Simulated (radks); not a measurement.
Values are calculated unless marked as measured or tabulated.
Yb+, configuration [Xe] 4f14 6p1 (not the ground configuration).

Level of theory: Dirac Kohn-Sham, PBE, spin-unpolarised, spherical densities, finite nucleus; open shells fill j = l - 1/2 first; Fermi nuclear charge, rms radius 5.3108 fm (a radial shooting solver on a logarithmic mesh with Libxc functionals).

Energy parts (eV):
| part | energy |
|---|---|
| total | -382970.78 |
| kinetic | 425331.93 |
| electron-nucleus | -950397.36 |
| Hartree | 150106.68 |
| exchange-correlation | -8012.03 |

Orbitals (lengths in bohr, moments of r in powers of bohr; r(max) is where P^2 peaks):
orbital	occ.	eigenvalue (eV)	r(max)	small-component weight
1s1/2	2	-61158.11	0.01237	6.90e-02
2s1/2	2	-10362.48	0.07077	1.55e-02
2p1/2	2	-9885.549	0.05296	1.55e-02
2p3/2	4	-8838.540	0.05938	1.42e-02
3s1/2	2	-2341.720	0.1997	5.03e-03
3p1/2	2	-2130.970	0.1874	4.97e-03
3p3/2	4	-1908.735	0.2008	4.59e-03
3d3/2	4	-1549.637	0.1581	4.47e-03
3d5/2	6	-1501.081	0.1618	4.36e-03
4s1/2	2	-467.0435	0.4556	1.62e-03
4p1/2	2	-381.7153	0.4569	1.54e-03
4p3/2	4	-331.4260	0.4853	1.39e-03
4d3/2	4	-191.0253	0.4860	1.20e-03
4d5/2	6	-181.8716	0.4952	1.16e-03
4f5/2	6	-11.7269	0.4806	7.09e-04
4f7/2	8	-10.4087	0.4862	6.87e-04
5s1/2	2	-62.8976	1.072	3.22e-04
5p1/2	2	-39.8680	1.171	2.51e-04
5p3/2	4	-33.7578	1.262	2.14e-04
6p1/2	1	-6.5211	3.870	2.37e-05
6p3/2	0	-6.0516	4.140	2.15e-05

The highest occupied level is 6p1/2 at -6.521 eV. The electron density at the nucleus is 1.027e+06 e/bohr^3. The density falls to 0.001 e/bohr^3 at r = 4.59 bohr.
